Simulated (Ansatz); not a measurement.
Reaction (ligand exchange at the Si–O bond): `OC[SiH2]O` + H–F → `OC[SiH2]F` + H₂O

Isolated molecules relaxed with PBE0-D4/def2-TZVP in Ansatz; ΔE leaves out vibrations. CBS: MP2 limit from def2 TZ/QZ plus the TZ coupled-cluster correction, frozen cores. This one scheme is used for every species. DFT in def2-TZVPP. Each species was taken in one conformer, which may not be the lowest.

`OC[SiH2]O`:

Cartesian coordinates in Å:
```
O 1.715 0.281 0.673
C 0.383 0.779 0.699
Si -0.621 0.038 -0.708
O -0.346 -1.597 -0.701
H 1.674 -0.670 0.527
H 0.445 1.867 0.598
H -0.097 0.586 1.671
H -2.073 0.333 -0.543
H -0.133 0.531 -2.018
H -0.947 -2.147 -0.198
```

H–F:

Z-matrix (Å, degrees):
```
F
H 1 0.920
```

`OC[SiH2]F`:

```xyz
9

O     0.207    1.440    0.958
C     0.124    0.817   -0.318
Si   -0.352   -0.992   -0.168
F     0.723   -1.656    0.827
H     0.852    0.964    1.487
H     1.057    0.933   -0.888
H    -0.646    1.354   -0.880
H    -0.277   -1.701   -1.471
H    -1.687   -1.160    0.453
```

H₂O:

Cartesian coordinates in Å:
```
O -0.367 0.118 0.053
H 0.045 -0.161 -0.768
H 0.322 0.042 0.716
```

```json
{"level": "r2SCAN-D4", "ΔE (kJ/mol)": "-45.3"}
{"level": "PBE0-D4", "ΔE (kJ/mol)": "-41.8"}
{"level": "CAM-B3LYP-D4", "ΔE (kJ/mol)": "-46.3"}
{"level": "CCSD/CBS(def2)", "ΔE (kJ/mol)": "-45.4"}
```

(1) What does CCSD(T)/CBS give? (Estimate.)

Largest T1 diagnostic among the species: 0.011.

Answers

(1) Computed: -43.8 kJ/mol. The listed levels differ from it by -1.5, 2.0, -2.5, -1.6 kJ/mol.

The D4 term adds +3.2 kJ/mol with B3LYP and +1.7 kJ/mol with PBE0; it sums over pairs of atoms, weighted by their polarisabilities, and B3LYP, whose exchange is more repulsive, gets the larger term. Leaving LDA and LC-ωPBE aside and taking each functional with its dispersion term where it has one, the values, not all of them listed here, spread over 7.1 kJ/mol, from B97M-V to revPBE-D4. LDA lies +6.3 kJ/mol from PBE without D4. In def2-TZVPP, CCSD(T) changes the Hartree–Fock value by +9.3 kJ/mol (the triples alone add +1.5 kJ/mol) and MP2 by +10.9 kJ/mol.

B3LYP here is the variant with VWN-RPA as its local correlation; programs differ in this.
